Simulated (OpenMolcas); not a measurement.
## Lines of Nd⁴⁺: computed and rescaled rates

```
Program             : OpenMolcas
Method              : CASSCF
Basis               : ANO-RCC-VQZP [9s8p6d4f3g2h]
Scalar Hamiltonian  : DKH2, point nucleus
Active space        : 2 electrons in 14 orbitals (4f 5f)
State averaging     : 2S+1 = 3 even, 18 roots; 2S+1 = 1 even, 27 roots
Spin-orbit coupling : RASSI with atomic mean-field integrals over the reference wave functions, term energies averaged over their components
```

Rates come from the transition moments of the reference wave functions (E1 and E2 in the length form). At fixed line strength A goes as λ^-3 for E1 and M1 and as λ^-5 for E2, so a rate at the computed wavelength can be rescaled to the measured one. Measured vacuum wavelengths follow from level energies in the list in Carvajal Gallego et al., Mon. Not. R. Astron. Soc. 518, 332 (2023). Branching counts decays inside the model space alone, at computed energies, and the table is only a selection of the E2 and M1 lines, drawn from those between levels with measured partners whose computed energy lies within a factor of 1.5 of the measured one.

```json
{"Upper": "4f2 3H5", "Lower": "4f2 3H4", "Type": "M1", "λ computed (nm)": "3337", "λ measured (nm)": "3528", "A computed (s-1)": "6.93e-01", "A rescaled (s-1)": "5.86e-01", "Branching %": "100.0"}
{"Upper": "4f2 3H6", "Lower": "4f2 3H5", "Type": "M1", "λ computed (nm)": "3208", "λ measured (nm)": "3437", "A computed (s-1)": "6.82e-01", "A rescaled (s-1)": "5.55e-01", "Branching %": "100.0"}
{"Upper": "4f2 3F3", "Lower": "4f2 3F2", "Type": "M1", "λ computed (nm)": "5192", "λ measured (nm)": "5288", "A computed (s-1)": "1.81e-01", "A rescaled (s-1)": "1.71e-01", "Branching %": "89.3"}
{"Upper": "4f2 3F3", "Lower": "4f2 3H4", "Type": "M1", "λ computed (nm)": "1039", "λ measured (nm)": "1285", "A computed (s-1)": "2.13e-02", "A rescaled (s-1)": "", "Branching %": "10.5"}
{"Upper": "4f2 3F2", "Lower": "4f2 3H4", "Type": "E2", "λ computed (nm)": "1298", "λ measured (nm)": "1697", "A computed (s-1)": "5.18e-04", "A rescaled (s-1)": "1.36e-04", "Branching %": "100.0"}
```

Spin-changing lines and M1 lines between different terms are not rescaled, since their strength hangs on the term gaps too.

The largest correction is for 4f2 3F2 → 4f2 3H4 (E2): 5.18e-04 × (1298 / 1697)^5 = 1.36e-04 s-1, a factor of 0.26.

These are rates of the free ion; in crystals, glasses and complexes forced electric-dipole and non-radiative decay shorten such lifetimes by orders of magnitude. No measured rate stands beside these. Rescaling mends the energy factor alone: line strengths can still be far off where a level mixes with configurations outside the active space, and weak or spin-changing lines hang on small mixing coefficients that depend on the term gaps too, so rescaling need not improve them.

Without dynamic correlation excited terms often stand tens of per cent too high (terms of higher spin than the ground term too low), and those without a measured partner can miss by more than the paired ones. Active for correlation alone: 5f; no level in the range computed is led by a configuration that fills it, so any true level of that kind is missing. Computed and measured levels are paired by configuration, term and J; levels that our copy of the source lacks, or whose pairing is in doubt (as where it misses far off the trend of its configuration), stay unpaired. Levels of configurations outside the active space are missing.
